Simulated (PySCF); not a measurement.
Job file and geometry (Å, from GFN2-xTB) of an NMR shielding run on `C[C@H]1CC[SiH2]C1`, C$_{5}$H$_{12}$Si, PySCF 2.14.0, density-fitted response routines, GIAO PBE0/pcSseg-1 NMR shielding, non-relativistic, gas phase; density fitting, a coarse starting grid and PySCF grid level 2 are the driver's defaults:

```
$ OMP_NUM_THREADS=1 python probes_run.py task.json out

{"job": {"kind": "nmr", "xc": "PBE0", "basis": "pcSseg-1"}, "charge": 0, "multiplicity": 1}
C      2.134531    -0.414669    -0.307158
C      0.631346    -0.219935    -0.468583
C     -0.168690    -1.050111     0.537077
C     -1.649729    -0.693932     0.390757
Si    -1.656972     1.184315     0.066876
C      0.214638     1.244361    -0.281491
H      2.449238    -0.123933     0.693791
H      2.406732    -1.457195    -0.461700
H      2.678783     0.192859    -1.027566
H      0.342453    -0.536472    -1.477494
H      0.169336    -0.797420     1.545126
H      0.002167    -2.118556     0.386784
H     -2.073607    -1.232759    -0.457796
H     -2.211849    -1.001841     1.270547
H     -2.042474     1.974426     1.240210
H     -2.481006     1.556349    -1.086833
H      0.495413     1.841149    -1.147762
H      0.750931     1.659682     0.573556
```

Q: Write the output of this run.

A: 
```
coarse grid: 14496 points
cycle   1  E = -486.7580589954  dE =  4.636e-01  |g| = 4.602e-01  |ddm| = 3.613e+00
cycle   2  E = -486.7278481210  dE =  3.021e-02  |g| = 5.719e-01  |ddm| = 9.429e-01
cycle   3  E = -486.8154589463  dE = -8.761e-02  |g| = 4.609e-02  |ddm| = 5.839e-01
cycle   4  E = -486.8158895862  dE = -4.306e-04  |g| = 2.074e-02  |ddm| = 6.475e-02
cycle   5  E = -486.8159883720  dE = -9.879e-05  |g| = 3.712e-03  |ddm| = 1.839e-02
cycle   6  E = -486.8159917532  dE = -3.381e-06  |g| = 4.472e-04  |ddm| = 3.990e-03
final grid: 132432 points
cycle   7  E = -486.8530308804  dE = -3.690e-05  |g| = 8.167e-03  |ddm| = 2.725e-02
cycle   8  E = -486.8530194069  dE =  1.147e-05  |g| = 1.049e-02  |ddm| = 1.707e-02
cycle   9  E = -486.8530484555  dE = -2.905e-05  |g| = 5.771e-04  |ddm| = 1.008e-02
cycle  10  E = -486.8530485254  dE = -6.988e-08  |g| = 1.942e-04  |ddm| = 6.849e-04
cycle  11  E = -486.8530485342  dE = -8.807e-09  |g| = 3.192e-05  |ddm| = 1.617e-04
cycle  12  E = -486.8530485344  dE = -2.334e-10  |g| = 6.954e-06  |ddm| = 4.697e-05
converged SCF energy = -486.8530485344

GIAO shielding tensors (ppm)
atom      isotropic    diamagn.    paramagn.     s11        s22        s33       span
  0 C      161.505     245.640     -84.135    144.203    152.874    187.439     43.236
  1 C      146.134     248.431    -102.297    127.179    148.358    162.867     35.687
  2 C      146.522     249.480    -102.958    122.257    147.715    169.593     47.336
  3 C      176.075     251.228     -75.153    157.292    171.800    199.134     41.841
  4 Si     379.783     879.772    -499.988    321.032    384.943    433.375    112.343
  5 C      167.551     252.053     -84.502    148.163    157.547    196.944     48.781
  6 H       31.031      30.376       0.656     27.576     29.055     36.463      8.887
  7 H       30.297      29.552       0.745     25.442     27.799     37.649     12.208
  8 H       30.267      29.467       0.800     25.640     27.932     37.230     11.590
  9 H       30.249      33.533      -3.284     26.824     28.531     35.391      8.568
 10 H       30.869      32.923      -2.055     26.384     30.236     35.985      9.600
 11 H       29.691      32.008      -2.316     24.253     28.791     36.030     11.777
 12 H       30.840      30.748       0.092     25.979     27.996     38.545     12.566
 13 H       30.661      29.721       0.940     25.677     27.608     38.699     13.021
 14 H       27.488      28.841      -1.353     24.158     24.771     33.537      9.379
 15 H       27.468      28.900      -1.432     24.066     24.778     33.559      9.493
 16 H       30.649      31.347      -0.697     26.038     28.193     37.717     11.678
 17 H       31.423      32.175      -0.752     26.691     29.996     37.581     10.890
```

Q: Turn these shieldings into chemical shifts. Chemical shifts δ = σref − σ; 13C (σ = 186.93 ppm), 29Si (σ = 349.16 ppm), 1H (σ = 31.72 ppm) vs TMS, all at this level.

A: Averaging equivalent atoms: C 1: 40.8; C 2: 40.4; C 0: 25.4; C 5: 19.4; C 3: 10.9; Si 4: -30.6; H 15: 4.25; H 14: 4.23; H 11: 2.03; H 9: 1.47; H 6/7/8: 1.19; H 16: 1.07; H 13: 1.06; H 12: 0.88; H 10: 0.85; H 17: 0.29 ppm. 

Size and cost of the density-fitted run: 169 basis functions, of the order of 80 core-seconds.
